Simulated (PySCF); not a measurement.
B$_{2}$Cl$_{4}$, charge -1, doublet, geometry from GFN2-xTB (a state made from the parent by changing its charge; the spin is typed, not shown lowest) (in this run its highest filled SCF level lies above zero, so its values depend strongly on the basis, on diffuse functions most of all). Base run: PySCF with DF-BLYP/6-31G*.

Here is a job for PySCF.
```python
from pyscf import gto, scf, dft

mol = gto.M(
    atom='''
Cl   -1.64291971   -1.65347614   -0.11748101
B    -0.77888530   -0.07509813   -0.06334697
Cl   -1.92412213    1.30955110   -0.17262753
B     0.77888530    0.07509813    0.06334697
Cl    1.92412213   -1.30955110    0.17262753
Cl    1.64291971    1.65347614    0.11748101
''',
    basis='6-31g*',
    charge=-1,
    spin=1,
    verbose=4,
)

mf = dft.UKS(mol)
mf.xc = 'blyp'
mf = mf.density_fit(auxbasis='def2-universal-jkfit')
mf.kernel()
mf.analyze()
```

The base run was repeated with changes; each row names its change, and settings that it needs were set with it.

```
change                                                                            ΔE vs base (µEh)  SCF cycles  <S^2>        outcome
--------------------------------------------------------------------------------  ----------------  ----------  -----  -------------
base                                                                                           0.0           9  0.752      converged
conv_tol = 1e-6                                                                                0.0           7  0.752      converged
init_guess = sap                                                                               0.0          12  0.752      converged
level_shift = 0.1 (with mf.max_cycle = 100)                                                    0.0          10  0.752      converged
diis = off; damp = 0.6 (with mf.diis_start_cycle = 200; with mf.max_cycle = 150)               0.0          18  0.752      converged
diis_space = 4                                                                                 0.0          10  0.752      converged
level_shift = 0.3 (with mf.max_cycle = 100)                                                    0.0          13  0.752      converged
conv_tol_grad = 1e-7                                                                           0.0          11  0.752      converged
conv_tol_grad = 1e-3                                                                           0.0           9  0.752      converged
diis_space = 20                                                                                0.0           9  0.752      converged
init_guess = 1e                                                                                0.0          11  0.752      converged
init_guess = mod_huckel                                                                        0.0          13  0.752      converged
diis = off; damp = 0.3 (with mf.diis_start_cycle = 200; with mf.max_cycle = 150)                 -         150      -  not converged
```

Open shells are given as the SCF converged; they aren't shown to be the lowest states, and a large step between rows can be another state.
